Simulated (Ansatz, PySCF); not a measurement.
CaF, charge +1. Atoms are numbered in the order given.

```xyz
2

Ca     0.0000     0.0000    -0.5852
F      0.0000     0.0000     1.3005
```
Charge +1, spin multiplicity 1.

Coordinates come from a B3LYP-D3(BJ)/def2-TZVPD optimisation. The spin state was assumed, not searched.

Vertical ionisation energy (IE) and electron affinity (EA) in eV. Rows of orbital energies are one-electron estimates. Where ΔSCF, EOM or ADC give a negative EA the extra electron is unbound and the value depends on the basis.

```csv
level,IE,EA
"−ε(HOMO), −ε(LUMO), HF/def2-TZVPD (PySCF)",19.65,5.38
"−ε(HOMO), −ε(LUMO), B3LYP/def2-TZVPD (PySCF)",14.83,7.66
"−ε(HOMO), −ε(LUMO), PBE/def2-TZVPD (PySCF)",13.38,7.86
"ΔSCF, CAM-B3LYP/def2-TZVPD (Ansatz), final states of multiplicity 2 and 2",18.54,5.87
"ΔSCF, PBE/def2-TZVPD (Ansatz), final states of multiplicity 2 and 2",18.83,5.76
```

Q: What vertical singlet–triplet gap does ΔSCF give with CAM-B3LYP/def2-TZVPD (Ansatz, a first-principles code) and with PBE/def2-TZVPD (Ansatz)? (An estimate is asked for; the answer gives what the named calculation found.)

A: 7.05 and 7.36 eV (triplet above singlet where positive).
